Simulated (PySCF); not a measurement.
C9H6N4, SMILES C1=CC2=NC=CC3=NC=NC(=C1)N23. Heavy atoms are numbered as in [CH:1]1=[CH:2][C:3]2=[N:4][CH:5]=[CH:6][C:7]3=[N:8][CH:9]=[N:10][C:11](=[CH:12]1)[N:13]23. Hydrogens are named by the atom that carries them.

Geometry optimised at B3LYP-D3(BJ)/def2-SVP.

Computed with PBE/pcSseg-1 (PySCF).

GIAO shieldings, no solvent; atoms alike by connectivity are averaged. δ = σ(ref) − σ: ¹³C against TMS (σ = 182.0 ppm); ¹⁵N against NH3 (σ = 267.0 ppm); ¹H against TMS (σ = 31.49 ppm), references at their B3LYP-D3(BJ)/def2-TZVP geometries, non-relativistic.

Computed chemical shifts:
| nucleus | atoms | count | δ (ppm) |
|---|---|---|---|
| ¹³C | C9 (CH) | 1 | 170.7 |
| ¹³C | C7 | 1 | 166.6 |
| ¹³C | C5 (CH) | 1 | 166.3 |
| ¹³C | C11 | 1 | 161.9 |
| ¹³C | C3 | 1 | 160.1 |
| ¹³C | C1 (CH) | 1 | 147.7 |
| ¹³C | C2 (CH) | 1 | 121.6 |
| ¹³C | C12 (CH) | 1 | 114.1 |
| ¹³C | C6 (CH) | 1 | 110.6 |
| ¹⁵N | N4 | 1 | 293.7 |
| ¹⁵N | N10 | 1 | 279.8 |
| ¹⁵N | N8 | 1 | 262.2 |
| ¹⁵N | N13 | 1 | 236.2 |
| ¹H | H on C5 | 1 | 6.95 |
| ¹H | H on C1 | 1 | 6.59 |
| ¹H | H on C9 | 1 | 6.55 |
| ¹H | H on C2 | 1 | 5.63 |
| ¹H | H on C12 | 1 | 5.18 |
| ¹H | H on C6 | 1 | 4.62 |
